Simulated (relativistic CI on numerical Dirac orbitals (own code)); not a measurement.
**Cd4+ (4d8) in a crystal field**

Calculated by Dirac-Coulomb-Breit CI, KLI orbitals optimised for each configuration, model QED, valence Slater integrals scaled by 0.8, one configuration in a parametric crystal field (own radial code).

Field parameters in Wybourne normalisation: D4h B²₀ = −7Ds, B⁴₀ = 21(Dq − Dt), B⁴₄ = 21√(5/14) Dq. The field is a parameter set, without covalency.

S and J are read from ⟨S²⟩ = S(S + 1) and ⟨J²⟩ = J(J + 1) of each level; they are not fictitious spins.

D4h, 10Dq = 37200, Ds = -1500, Dt = -380 cm⁻¹, the lowest 16 levels:

```csv
E (cm⁻¹),Degeneracy,Irrep,S,J
0.0,2,E,1.00,3.40
4.4,1,B2,1.00,3.39
10554,1,A1,0.03,2.99
14236,1,B1,0.04,2.91
30468,1,A1,0.06,3.28
36281,1,B1,1.00,3.67
36747,2,E,0.99,3.48
38573,1,B2,0.99,3.11
39596,1,A1,0.99,3.41
39604,1,A2,1.00,3.22
39771,2,E,1.00,2.97
39911,1,B1,1.00,2.91
47519,1,A2,0.99,2.62
47715,1,A1,0.99,2.64
48204,2,E,0.96,2.44
49399,1,B2,0.97,2.20
```

D4h, 10Dq = 37200, Ds = 3000, Dt = -380 cm⁻¹, the lowest 16 levels:

```csv
E (cm⁻¹),Degeneracy,Irrep,S,J
0.0,2,E,1.00,3.40
5.8,1,B2,1.00,3.39
8786,1,A1,0.03,3.01
14230,1,B1,0.04,2.92
32119,1,A1,0.08,3.26
36192,1,A1,0.98,3.25
36832,2,E,0.99,2.86
37341,1,B1,0.99,3.48
37402,2,E,1.00,3.19
37911,1,A2,0.96,3.58
40114,1,A1,0.99,2.70
40388,2,E,1.00,2.70
40879,1,B2,1.00,2.91
41006,1,B1,1.00,3.00
45968,1,A2,0.11,3.96
51421,1,B2,0.14,2.80
```

D4h, 10Dq = 37200, Ds = 2590, Dt = -380 cm⁻¹, the lowest 10 levels:

```csv
E (cm⁻¹),Degeneracy,Irrep,S,J
0.0,2,E,1.00,3.40
5.8,1,B2,1.00,3.39
10114,1,A1,0.03,2.99
14231,1,B1,0.04,2.92
30845,1,A1,0.06,3.27
37129,1,A1,0.99,3.44
37290,2,E,1.00,3.36
37318,1,B1,0.99,3.49
38153,2,E,0.99,2.89
38308,1,A2,0.97,3.57
```

The free-ion ground term has S = 1. Every field shown keeps that spin.

Levels of this model without a field, named by their leading LS term (the scale mimics covalency, so terms lie below those of the real free ion): 3F_4 0, 3F_3 5070, 3F_2 6843, 3P_2 13672, 3P_1 18659, 3P_0 18707, 1D_2 20098, 1G_4 22276 cm⁻¹.
